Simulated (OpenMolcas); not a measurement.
## What dynamic correlation does to the levels of Se⁺

```
Program             : OpenMolcas
Basis               : ANO-RCC-VQZP [7s6p4d2f1g]
Scalar Hamiltonian  : DKH2, point nucleus
Active space        : 5 electrons in 8 orbitals (4s 4p 5s 5p)
State averaging     : 2S+1 = 4 odd, 1 root; 2S+1 = 2 odd, 8 roots; 2S+1 = 4 even, 3 roots; 2S+1 = 2 even, 9 roots
Spin-orbit coupling : RASSI with atomic mean-field integrals over the reference wave functions, term energies averaged over their components
```

Methods on the same reference wave functions:
A. CASSCF
B. SS-CASPT2, IPEA 0.25 Eh, imaginary shift 0.1 Eh (closed shells correlated: 3d)

Energies in eV above 4s2 4p3 4S* 3/2, the measured ground level; measured values from NIST Handbook of Basic Atomic Spectroscopic Data.

```tsv
Level	A	B	Measured
4s2 4p3 4S* 3/2	0.0000	0.0000	0.0000
4s2 4p3 2D* 3/2	2.0872	1.735	1.6326
4s2 4p3 2D* 5/2	2.1695	1.799	1.7090
4s2 4p3 2P* 1/2	3.0076	2.947	2.8564
4s2 4p3 2P* 3/2	3.1014	3.023	2.9626
4s 4p4 4P 5/2	10.9697	10.586	10.3994
4s 4p4 4P 3/2	11.1526	10.771	10.6105
4s 4p4 4P 1/2	11.2485	10.867	10.7169
```

Deviations, from unrounded energies. A percentage is the sum of absolute deviations over the sum of measured energies, with the sign that they share, or ± where signs differ.

```json
{"Against measurement": "mean absolute deviation (cm-1)", "Levels": "7", "A": "3300", "B": "970"}
{"Against measurement": "other terms of the ground configuration (%)", "Levels": "4", "A": "+13.2", "B": "+3.7"}
{"Against measurement": "other configurations (%)", "Levels": "3", "A": "+5.2", "B": "+1.6"}
```

B lies closest to measurement on these levels. The largest miss of B in the table is 4s 4p4 4P 5/2, by +1500 cm-1. The ranking rests on the paired levels alone, and a cruder setting can come out closer through cancelling errors.

From A to B the spin-free energies of the other terms of 4s2 4p3 shown, above 4S*, scale by factors of 0.83 to 0.98.

The lowest spin-free term lies below A's lowest term by 0.166 hartree in B.

Term energies are means over components that CASPT2 splits; among the terms shown or strongly mixed into the levels shown the widest spread is 100 cm-1 (4s2 4p3 2D*, B). Over all roots computed the reference weight is 0.84 to 0.96 in B; the roots of lowest weight are the least certain, and an intruder state may touch them. Active for correlation alone: 5p 5s; no level in the range computed is led by a configuration that fills them, so any true level of that kind is missing. Terms of s pⁿ other than that of highest spin mix with s² pⁿ⁻² d, which this space lacks; all of them can be thousands of cm-1 off, and some have no real level of that name. Without dynamic correlation excited terms often stand tens of per cent too high (terms of higher spin than the ground term too low), and those without a measured partner can miss by more than the paired ones (holds for A). Computed and measured levels are paired by configuration, term and J; levels that our copy of the source lacks, or whose pairing is in doubt (as where it misses far off the trend of its configuration), stay unpaired and out of the deviations. Levels of configurations outside the active space are missing. Levels that lie high or do not pair safely by name in every column are left out.

* marks odd parity.
